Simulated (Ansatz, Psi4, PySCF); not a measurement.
C$_{2}$H$_{2}$N (SMILES [CH2]C#N), doublet, geometry from GFN2-xTB. Base run: BHANDHLYP/def2-SVPD (PySCF).

The PySCF input:
```python
from pyscf import gto, scf, dft

mol = gto.M(
    atom='''
C     0.003336   -0.168612   -1.162041
C    -0.000512    0.025874    0.178321
N    -0.003815    0.192819    1.328877
H     0.932323   -0.249064   -1.696896
H    -0.922563   -0.244247   -1.702920
''',
    basis='def2-svpd',
    charge=0,
    spin=1,
    verbose=4,
)

mf = dft.UKS(mol)
mf.xc = 'bhandhlyp'
mf.kernel()
```

The same geometry, method and basis name were run in Ansatz (a program for electronic structure) and Psi4 and PySCF, at each program's defaults and at the settings that a row names. The base is PySCF at its defaults. Differences at the defaults can come from grids, fitting, cores and function types together.

```tsv
code and settings	ΔE vs base (µEh)	basis functions	E (Eh)	SCF cycles	dipole (D)
PySCF, defaults (exact integrals, its default grid, spherical functions)	0.0	76	-131.91892	14	3.56
Psi4, defaults (density fitting with its default set, its default grid, spherical functions)	15.2	76	-131.91890	11	3.56
Ansatz, defaults (factorised integrals, its default grid, spherical functions)	6.5	76	-131.91891	-	-
PySCF, density fitting with def2-universal-jkfit	14.9	76	-131.91890	14	3.56
PySCF, fine grid	0.8	76	-131.91892	14	3.56
Psi4, exact integrals, spherical functions, fine grid	0.8	76	-131.91892	14	3.56
Ansatz, high accuracy	0.8	76	-131.91892	-	-
```

Open shells are given as the SCF converged; they aren't shown to be the lowest states, and a large step between rows can be another state.
